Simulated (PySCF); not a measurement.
## Ti⁷⁺ (titanium, charge +7) across methods

[Ne] 3s2 3p3, high-spin 4S determinant. Computed with PySCF 2.14 in an uncontracted even-tempered set (18 s from 0.32 bohr⁻², ratio 2.5; 12 p from 0.42 bohr⁻², ratio 2.5; 5 d from 2.8 bohr⁻², ratio 2.7; 5 f from 4.2 bohr⁻², ratio 2.7), with the non-relativistic Hamiltonian (point nucleus).

```
method  E (hartree)  mean ε 3s α (eV)  mean ε 3s β (eV)  mean ε 3p α (eV)  Σ⟨r²⟩ (bohr²)   ⟨S²⟩
  PBE0     -832.574           -187.05           -177.54           -160.63          5.867  3.750
   PBE     -832.522           -182.18           -175.12           -157.50          5.865  3.750
   UHF   -832.14391           -200.57           -182.79           -168.93          5.890  3.751
   LDA     -830.662           -181.62           -175.38           -157.31          5.873  3.750
  TPSS     -832.789           -183.15           -175.16           -157.88          5.866  3.750
  BP86     -832.830           -182.19           -175.47           -157.51          5.858  3.750
r2SCAN     -832.725           -184.61           -175.22           -158.67          5.871  3.750
```
